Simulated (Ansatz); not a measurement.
One change: `OB(F)F` becomes `O[B](F)[GeH2][SiH3]`.

Ansatz, PBE0-D4/def2-TZVP geometries, multiplicity 1. Each molecule was computed in one conformer, which needn't be the lowest.

Scalar relativity is left out up to krypton.

| property | `OB(F)F` |
| --- | --- |
| HOMO energy (ωB97M-V/def2-TZVPP) / eV | -13.22 |
| LUMO energy (PBE0/def2-TZVPP) / eV | 0.34 |
| size of the dipole moment (ωB97M-V/def2-TZVPP) / D | 1.98 |
| LUMO energy (ωB97M-V/def2-TZVPP) / eV | 1.63 |
| HOMO–LUMO gap (B3LYP/def2-TZVPP) / eV | 10.37 |
| HOMO energy (PBE0/def2-TZVPP) / eV | -10.74 |

(1) What does the change do to each property? (An estimate is asked.)

Answers

(1) Ansatz gave: 
```tsv
property	`O[B](F)[GeH2][SiH3]`	shift
HOMO energy (ωB97M-V/def2-TZVPP) / eV	-10.10	3.12
LUMO energy (PBE0/def2-TZVPP) / eV	-0.67	-1.01
size of the dipole moment (ωB97M-V/def2-TZVPP) / D	1.98	0.00
LUMO energy (ωB97M-V/def2-TZVPP) / eV	1.21	-0.42
HOMO–LUMO gap (B3LYP/def2-TZVPP) / eV	6.99	-3.38
HOMO energy (PBE0/def2-TZVPP) / eV	-8.06	2.68
```

With PBE0 the HOMO rises by 2.68 eV and the LUMO falls by 1.01 eV, so the gap narrows by about 3.69 eV. PBE moves the HOMO by 2.02 eV and ωB97M-V by 3.12 eV. Dipoles are sizes alone; their direction can turn.

B3LYP here is the variant with VWN-RPA as its local correlation; programs differ in this.
